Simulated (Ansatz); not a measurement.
Program: Ansatz. Geometries: PBE0-D4/def2-TZVP. ΔE: electronic, gas phase. CBS: MP2 limit from def2 TZ/QZ plus the TZ coupled-cluster correction, frozen cores. DFT in def2-TZVPP. Each species was taken in one conformer, which may not be the lowest.

Reaction (isomerisation): `CCBS[SiH3]` → `BC(C)[SiH2]S`

```json
{"level": "PBE", "ΔE (kJ/mol)": "85.1"}
{"level": "MP2/def2-SVP", "ΔE (kJ/mol)": "96.6"}
```

Q: What does CCSD(T)/CBS give? (An estimate is asked.)

A: Computed: +81.4 kJ/mol. The listed levels differ from it by 3.7, 15.2 kJ/mol.

Largest T1 diagnostic among the species: 0.012.

Leaving LDA and LC-ωPBE aside and taking each functional with its dispersion term where it has one, the values, not all of them listed here, spread over 9.0 kJ/mol, from ωB97M-V to B2PLYP. LDA lies −6.1 kJ/mol from PBE without D4. At CCSD(T), def2-SVP lies +15.7 kJ/mol from the extrapolated value and def2-TZVPP +1.1 kJ/mol. In def2-TZVPP, CCSD(T) changes the Hartree–Fock value by −11.0 kJ/mol (the triples alone add −0.6 kJ/mol) and MP2 by −11.0 kJ/mol.
